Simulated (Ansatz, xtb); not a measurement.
**Two isomers of C6H7PS**

Structure I is `C=CC1=C(C)P=CS1`, a singlet and structure II is `C=CC1=PC(C)=CS1`, a singlet. Both are isolated molecules in the gas phase, relaxed with B3LYP/def2-SVP, each in the lowest conformer that the search found.

I (Å):

```xyz
15

C    -2.2854   -0.4550    0.6827
C    -0.9852   -0.7569    0.8357
C     0.0827   -0.6315   -0.1562
C     1.3074   -0.1304   -2.3671
C     1.4136   -0.9569    0.0559
C     1.9296   -1.4937    1.3718
P     2.5332   -0.7143   -1.3192
S    -0.2868   -0.0296   -1.7531
H    -2.6898   -0.0630   -0.2554
H    -2.9924   -0.5939    1.5037
H    -0.6564   -1.1450    1.8046
H     1.4538    0.1858   -3.4023
H     1.4456   -2.4469    1.6435
H     3.0128   -1.6793    1.3252
H     1.7538   -0.7870    2.2001
```

II (Å):

```xyz
15

C    -2.5509   -1.9972    1.7350
C    -1.8451   -0.9125    1.3678
C    -0.5778   -0.8769    0.6476
C     1.6170   -0.2136   -0.5801
C     2.7507    0.5661   -1.2005
C     1.5631   -1.5820   -0.5933
P     0.2375    0.5955    0.2309
S     0.2077   -2.3450    0.1535
H    -2.2170   -3.0153    1.5125
H    -3.4947   -1.8942    2.2753
H    -2.2401    0.0775    1.6241
H     3.2632    1.1950   -0.4538
H     3.5008   -0.1046   -1.6468
H     2.3887    1.2414   -1.9934
H     2.3135   -2.2390   -1.0415
```

Energies in hartree; the thermal terms are from GFN2-xTB frequencies at re-optimised GFN2-xTB minima (ideal gas, soft modes damped towards free rotors, one conformer each, 298.15 K, 1 atm) and include the zero-point energy:

|  | I | II |
| --- | --- | --- |
| E, CCSD(T)/def2-SVP | −970.264196 | −970.264925 |
| E, MP2/def2-SVP | −970.154410 | −970.154761 |
| E, MP2/def2-TZVPP | −970.911285 | −970.911170 |
| zero-point energy | 0.109042 | 0.108816 |
| H(298 K) − E | 0.118762 | 0.118724 |
| G(298 K) − E | 0.075146 | 0.074509 |

Problem. Correct the CCSD(T) difference for the basis set by the MP2 change, then work out ΔE, ΔE₀, ΔH and ΔG for I → II in kJ/mol (1 Eh = 2625.50 kJ/mol) and the equilibrium ratio [II]/[I].

Solution. 1. Differences II − I: CCSD(T) −0.000729, MP2 in the small set −0.000351, MP2 in the large set +0.000115 Eh.
2. ΔE = −0.000729 + (+0.000115 − (−0.000351)) = −0.000263 Eh = −0.69 kJ/mol.
3. ΔE₀ = ΔE + ΔZPE = −0.000263 + (−0.000226) Eh = −1.28 kJ/mol.
4. ΔH = ΔE + (−0.000038) Eh = −0.79 kJ/mol.
5. ΔG = ΔE + (−0.000637) Eh = −2.36 kJ/mol, so ΔS = (ΔH − ΔG)/T = +5.3 J/(mol K).
6. kT = 0.9442 mEh, so K = [II]/[I] = exp(−ΔG/kT) = exp(+0.95) ≈ 2.6.

The two are too close for this level to say which is favoured. An error of 4 kJ/mol in ΔG would change K by a factor of 5. Mirror images and further conformers aren't counted.

As drawn, both hold the same kinds of bond in the same numbers.

Other levels gave ΔE = −5.1 (GFN2-xTB); −9.5 (HF/STO-3G, GFN2-xTB geometries); −3.0 (r2SCAN-D4/def2-SVP, GFN2-xTB geometries); −5.1 (B3LYP/def2-SVP); −6.6 (HF/def2-SVP); −0.9 (MP2/def2-SVP); −1.9 (CCSD(T)/def2-SVP) kJ/mol. The correlated steps freeze 16 core orbitals. Programs: Ansatz 0.2.0, xtb 6.7.1.
